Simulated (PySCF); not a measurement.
Br2ClFSn, SMILES [F][Sn]([Cl])([Br])[Br] (PBE0/def2-SVP optimised geometry):

```
5

F     -1.347    -2.008    -1.607
Sn    -0.760    -1.134     0.000
Cl    -1.593    -2.381     1.765
Br    -1.692     1.134     0.000
Br     1.692    -1.134     0.000
```

Level of theory: PBE0/def2-TZVP, def2 effective core potentials past Kr in PySCF 2.14.0.

What are the frontier orbital energies and the dipole moment?

HOMO-2 -9.49 eV, HOMO-1 -9.37 eV, HOMO -9.27 eV, LUMO -3.60 eV, LUMO+1 -0.56 eV; dipole moment 1.53 D.

On the same geometry PBE/def2-TZVP, def2 effective core potentials past Kr in PySCF gives HOMO-2 -8.13 eV, HOMO-1 -8.02 eV, HOMO -7.93 eV, LUMO -4.42 eV, LUMO+1 -1.36 eV; dipole moment 1.43 D.
